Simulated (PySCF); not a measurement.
## Selenium: a sound run and one with changed settings

Sound run: Se⁺ [Ar] 3d10 4s2 4p3, Se²⁺ [Ar] 3d10 4s2 4p2. All numbers are calculated (PySCF 2.14, the non-relativistic Hamiltonian (point nucleus), in def2-TZVP (6s5p4d1f, 48 functions)). In the sound run the correlated levels freeze [Ar] 3d10. The sound run starts from symmetry-adapted Hartree-Fock orbitals and uses a fine grid where one is needed.

A second run was set up differently.

```json
{"species": "Se⁺", "method": "UHF", "sound run (hartree)": "-2399.51162", "changed run (hartree)": "-2399.51162", "converged": "yes"}
{"species": "Se⁺", "method": "LDA", "sound run (hartree)": "-2397.69651", "changed run (hartree)": "-2397.69651", "converged": "yes"}
{"species": "Se⁺", "method": "M06-2X", "sound run (hartree)": "-2401.16826", "changed run (hartree)": "-2401.16826", "converged": "yes"}
{"species": "Se⁺", "method": "MP2", "sound run (hartree)": "-2399.58745", "changed run (hartree)": "-2399.58148", "converged": "yes"}
{"species": "Se⁺", "method": "CCSD(T)", "sound run (hartree)": "-2399.60490", "changed run (hartree)": "-2399.60490", "converged": "yes"}
{"species": "Se²⁺", "method": "UHF", "sound run (hartree)": "-2398.74565", "changed run (hartree)": "-2398.74565", "converged": "yes"}
{"species": "Se²⁺", "method": "LDA", "sound run (hartree)": "-2396.90744", "changed run (hartree)": "-2396.90744", "converged": "yes"}
{"species": "Se²⁺", "method": "M06-2X", "sound run (hartree)": "-2400.38860", "changed run (hartree)": "-2400.38860", "converged": "yes"}
{"species": "Se²⁺", "method": "MP2", "sound run (hartree)": "-2398.80297", "changed run (hartree)": "-2398.79850", "converged": "yes"}
{"species": "Se²⁺", "method": "CCSD(T)", "sound run (hartree)": "-2398.82081", "changed run (hartree)": "-2398.82081", "converged": "yes"}
```

Ionisation energy of Se⁺:

```
 method  sound run (eV)  changed run (eV)
    UHF          20.843            20.843
    LDA          21.472            21.472
 M06-2X          21.216            21.216
    MP2          21.347            21.306
SCS-MP2          21.197            21.168
   CCSD          21.307            21.307
CCSD(T)          21.336            21.336
```

Q: What was changed?
A. all electrons correlated in a valence basis
B. basis contracted for another Hamiltonian
C. a valence shell is frozen
D. level shift left on

A: D. It used initial guess minao, at most 50 SCF cycles, level shift 0.1 hartree. A level shift leaves the converged SCF energy unchanged but raises the virtual orbital energies, which shrinks MP2 if it is not removed.
